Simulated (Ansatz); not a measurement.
Stepwise reaction of `[OH][Mg][OH]` with methanol, as a gas-phase model of exchange steps in deposition or etching. ΔE in kJ/mol.

Isolated molecules relaxed with PBE0-D4/def2-TZVP in Ansatz; ΔE leaves out vibrations. CCSD(T)/CBS adds triple-zeta CCSD(T) − MP2 to the extrapolated MP2 energy (def2 sets, frozen cores). This one scheme is used for every species. DFT in def2-TZVPP. B3LYP here is the variant with VWN-RPA as its local correlation; programs differ in this. For Mg outer-core shells are correlated without core-valence functions, which leaves a few kJ/mol of doubt a bond. Each species was taken in one conformer, which may not be the lowest.

| step | reaction | PBE-D4 | B3LYP-D4 | ωB97M-V | CCSD(T)/CBS |
| --- | --- | --- | --- | --- | --- |
| 1 | `[OH][Mg][OH]` + CH₃OH → `C[O][Mg][OH]` + H₂O | 1.4 | 0.7 | 2.5 | -1.1 |
| 2 | `C[O][Mg][OH]` + CH₃OH → `C[O][Mg][O]C` + H₂O | 1.3 | 0.7 | 2.4 | -1.4 |

(1) By hand: ΔE of the 2 steps together at CCSD(T)/CBS.

Results:

(1) (-1.1) + (-1.4) = -2.5 kJ/mol, or -1.2 kJ/mol a step.

In ΔE the steps differ by no more than 0.3 kJ/mol. PBE-D4 differs from CCSD(T)/CBS by 2.5 to 2.7 kJ/mol a step. Isolated molecules leave out the surface, adducts and barriers. Largest T1 diagnostic: 0.011.
